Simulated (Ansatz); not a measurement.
`C[C@]1(Cl)[SiH2][C@@H]1F`, relaxed with RKS PBE0-D4/def2-TZVP in Ansatz from a PBE-D4/def2-SVP geometry. The force threshold is 0.005 eV/Å; the program also tests the step.

Charge 0, multiplicity 1.

Start:

```xyz
12

C    -1.170    0.180   -0.958
C    -0.414    0.136    0.354
Cl   -1.485    0.423    1.777
Si    1.405    0.705    0.391
C     0.585   -1.010    0.528
F     0.617   -1.971   -0.454
H    -1.951   -0.608   -0.975
H    -0.487   -0.006   -1.811
H    -1.654    1.166   -1.101
H     1.998    1.297    1.628
H     1.972    1.146   -0.920
H     0.584   -1.458    1.541
```

```json
{"step": "1", "energy (eV)": "-26313.8000", "largest force (eV/Å)": "0.519", "largest move (Å)": "0.000"}
{"step": "2", "energy (eV)": "-26313.8478", "largest force (eV/Å)": "0.290", "largest move (Å)": "0.026"}
{"step": "3", "energy (eV)": "-26313.8563", "largest force (eV/Å)": "0.096", "largest move (Å)": "0.021"}
{"step": "4", "energy (eV)": "-26313.8569", "largest force (eV/Å)": "0.062", "largest move (Å)": "0.011"}
{"step": "5", "energy (eV)": "-26313.8570", "largest force (eV/Å)": "0.020", "largest move (Å)": "0.004"}
{"step": "6", "energy (eV)": "-26313.8571", "largest force (eV/Å)": "0.011", "largest move (Å)": "0.005"}
{"step": "7", "energy (eV)": "-26313.8571", "largest force (eV/Å)": "0.012", "largest move (Å)": "0.004"}
{"step": "8", "energy (eV)": "-26313.8571", "largest force (eV/Å)": "0.009", "largest move (Å)": "0.007"}
{"step": "9", "energy (eV)": "-26313.8572", "largest force (eV/Å)": "0.005", "largest move (Å)": "0.003"}
```

End:

```xyz
12

C    -1.151    0.184   -0.949
C    -0.414    0.142    0.363
Cl   -1.484    0.404    1.753
Si    1.379    0.691    0.381
C     0.585   -0.998    0.533
F     0.591   -1.968   -0.430
H    -1.908   -0.604   -0.987
H    -0.464    0.025   -1.784
H    -1.639    1.150   -1.081
H     1.994    1.276    1.590
H     1.924    1.135   -0.918
H     0.586   -1.436    1.529
```

Run time 19 s (2 threads of an AMD EPYC 7R13 on a shared host and a share of an NVIDIA H100 80 GB); peak host memory 0.9 GiB.
